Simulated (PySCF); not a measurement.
A structure optimised at B3LYP-D3(BJ)/def2-SVP, used in a PySCF frequency run:

```xyz
13

Si    -3.4450    -0.1187    -0.1234
C     -1.7571     0.2628     0.6652
N     -0.6637    -0.2892    -0.1352
Si     0.8927     0.4172    -0.2133
Cl     1.8804     0.4236     1.6198
Cl     1.9949    -0.7090    -1.5487
H     -4.5497     0.3254     0.7765
H     -3.5480    -1.5935    -0.3356
H     -3.5612     0.5678    -1.4406
H     -1.7338    -0.0811     1.7184
H     -1.6532     1.3614     0.7092
H     -0.7321    -1.2865    -0.3209
H      0.8181     1.8268    -0.6469
```
Charge 0, spin multiplicity 1.

Problem. Write its SMILES and formula.

Solution. [SiH3]CN[SiH](Cl)Cl, CH7Cl2NSi2

Problem. What are its rotational constants (standard atomic weights)?

Solution. 2.1661, 0.68826, 0.54242 GHz
